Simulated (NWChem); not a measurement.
Species: GeHOF3; SMILES [F][Ge]([F])([OH])[F]

```xyz
6

O      1.2388    -1.1939    -0.2700
Ge    -0.0003    -0.0175    -0.0005
F     -0.2488     0.9979    -1.3526
F     -1.4535    -0.8365     0.3315
F      0.3542     1.0179     1.3124
H      2.1096    -0.8131    -0.4377
```
Atoms are numbered in this order, from 1.

Level: PBE0/def2-SVP (NWChem), optimised geometry, unscaled harmonic frequencies. 

**Question.** List the harmonic frequencies with IR intensities, and the thermochemistry.

**Answer.** 
| frequency (cm⁻¹) | IR intensity (km/mol) |
|---|---|
| 72 | 96.4 |
| 206 | 1.1 |
| 223 | 18.6 |
| 258 | 38.5 |
| 269 | 57.3 |
| 272 | 49.2 |
| 718 | 0.5 |
| 781 | 96.1 |
| 794 | 76.4 |
| 803 | 150.7 |
| 900 | 74.1 |
| 3894 | 142.1 |

The zero-point energy is 13.1 kcal/mol, the thermal correction to the enthalpy at 298.15 K (with zero-point energy) is 17.8 kcal/mol and the heat capacity Cv is 20.0 cal/(mol K). The entropy at 298.15 K and 1 atm (symmetry number 1) is 81.3 cal/(mol K) and the dipole moment is 2.37 D.

Rigid rotor and harmonic oscillator; modes under 100 cm⁻¹ make the entropy uncertain.
